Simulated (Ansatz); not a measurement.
Cost and result up the ladder for CuAu₂ (3 atoms). The state is a doublet with charge 0. Geometry: PBE0-D4/def2-TZVP.

```xyz
3

Au   -0.291   -0.097   -0.698
Au   -1.667    1.087    1.140
Cu    1.958   -0.990   -0.442
```

Ansatz on 4 threads of Arm Neoverse V2 on a shared host. Times are rough, and most runs start from the orbitals of an earlier one. PBE0-D4/def2-TZVP serves as the yardstick here, not as an exact answer. Binding counts from free atoms at the same level (Au doublet, Cu doublet; other spins of the atoms weren't run), without zero-point energy or a counterpoise term.

In the def2 sets Au takes a core potential; there is no spin–orbit coupling. Correlated methods freeze 9 core orbitals; core or outer-core shells of Au are correlated, in sets that lack core-valence functions. No other spin state of charge 0 was run. Another isomer (doublet) lies 0.40 eV lower at PBE0-D4/def2-TZVP; other spin states weren't run for this one.

Correlated methods converge slowly with the basis.

```json
{"level": "HF/def2-TZVP", "functions": "125", "wall time": "1.4 s", "binding energy per atom (eV)": "0.34", "difference from PBE0-D4/def2-TZVP (eV)": "-0.72", "remarks": "spin-contaminated (⟨S²⟩ 0.83)"}
{"level": "PBE-D4/def2-TZVP (with forces)", "functions": "125", "wall time": "2.6 s", "binding energy per atom (eV)": "1.23", "difference from PBE0-D4/def2-TZVP (eV)": "0.16", "remarks": "–"}
{"level": "PBE0-D4/def2-TZVP", "functions": "125", "wall time": "2.7 s", "binding energy per atom (eV)": "1.06", "difference from PBE0-D4/def2-TZVP (eV)": "0.00", "remarks": "–"}
{"level": "BLYP-D4/def2-TZVP", "functions": "125", "wall time": "3 s", "binding energy per atom (eV)": "1.15", "difference from PBE0-D4/def2-TZVP (eV)": "0.09", "remarks": "–"}
{"level": "r2SCAN-D4/def2-TZVP", "functions": "125", "wall time": "5.5 s", "binding energy per atom (eV)": "1.23", "difference from PBE0-D4/def2-TZVP (eV)": "0.17", "remarks": "–"}
{"level": "CCSD(T)/def2-TZVP", "functions": "125", "wall time": "47 s", "binding energy per atom (eV)": "1.04", "difference from PBE0-D4/def2-TZVP (eV)": "-0.02", "remarks": "spin-contaminated (⟨S²⟩ 0.83)"}
```
